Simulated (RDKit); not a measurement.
RDKit input (MMFF94):

```python
from rdkit import Chem
from rdkit.Chem import AllChem, rdDetermineBonds

mol = Chem.MolFromXYZFile('mol.xyz')
rdDetermineBonds.DetermineBonds(mol, charge=0)
print('SMILES', Chem.MolToSmiles(Chem.RemoveHs(mol)))
ff = AllChem.MMFFGetMoleculeForceField(mol, AllChem.MMFFGetMoleculeProperties(mol))
e0 = ff.CalcEnergy()
flag = ff.Minimize(maxIts=5000, forceTol=1e-5)
print(f'energy {e0:.4f} -> {ff.CalcEnergy():.4f} kcal/mol, converged: {flag == 0}')
print(Chem.MolToXYZBlock(mol))
```
mol.xyz:
```
14

C      1.50180400    -0.86289100    -0.66786400
Si     0.00381600     0.00209500     0.02864400
C     -1.55157000    -0.98751200    -0.25197000
C     -0.15763300     1.73651400    -0.63695200
F      0.21711800     0.11922600     1.62974400
H      1.41673100    -0.97256500    -1.75192100
H      2.41414300    -0.30025700    -0.45920600
H      1.61571900    -1.86053500    -0.23869400
H     -2.41705000    -0.49743900     0.19884300
H     -1.46655100    -1.98633600     0.18113700
H     -1.75055700    -1.10183600    -1.32051000
H     -1.00992100     2.25236600    -0.18978300
H     -0.30461500     1.72381700    -1.71985600
H      0.73900300     2.32374800    -0.42800100
```

Output:

```
SMILES C[Si](C)(C)F
energy -0.2802 -> -0.3980 kcal/mol, converged: True
14

C      1.492590   -0.858146   -0.667654
Si     0.004547    0.002498    0.034135
C     -1.543045   -0.982044   -0.254178
C     -0.157207    1.726156   -0.636927
F      0.216186    0.118718    1.622763
H      1.407543   -0.968021   -1.753028
H      2.406631   -0.294723   -0.457016
H      1.607105   -1.857154   -0.236198
H     -2.409694   -0.491299    0.199004
H     -1.457883   -1.982249    0.181276
H     -1.742390   -1.096584   -1.323983
H     -1.010455    2.243089   -0.187447
H     -0.304372    1.713586   -1.721144
H      0.740881    2.314569   -0.425992
```

The geometry given is a B3LYP-D3(BJ)/def2-TZVP minimum.
